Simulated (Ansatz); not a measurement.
Species: sum formula Si$_{2}$H$_{5}$Cl, net charge 0, singlet state. 
Geometry from a B3LYP-D3(BJ)/def2-TZVP (Ansatz, an electronic-structure program) optimisation:
SMILES: [SiH3][SiH2]Cl
```xyz
8

Si    -1.8389    -0.3520     0.1356
Si     0.4719    -0.7234     0.0485
Cl     1.4291     1.1058    -0.1906
H     -2.2873     0.2871    -1.1232
H     -2.5446    -1.6459     0.3062
H     -2.1572     0.5330     1.2799
H      0.9808    -1.3367     1.2956
H      0.8513    -1.5815    -1.0961
```

Basis-set convergence of Hartree-Fock and CCSD correlation energies (hartree) with Ansatz. Cores are frozen in the correlated levels unless marked. Spin-orbit coupling is left out. Non-relativistic.

```
basis            functions        E(HF)  E(corr, CCSD)
---------------  ---------  -----------  -------------
aug-cc-pV(D+d)Z        141  -1040.33686       -0.42120
aug-cc-pV(T+d)Z        280  -1040.37477       -0.50817
aug-cc-pV(Q+d)Z        497  -1040.38445       -0.53686
```

Extrapolating the two largest sets (X = 3 and 4) as X^-3: E(corr) = (64·(-0.53686) - 27·(-0.50817))/37 = -0.5578 Eh, an estimate of the basis-set limit. The largest set recovers 96.2 % of it, the smallest 75.5 %.
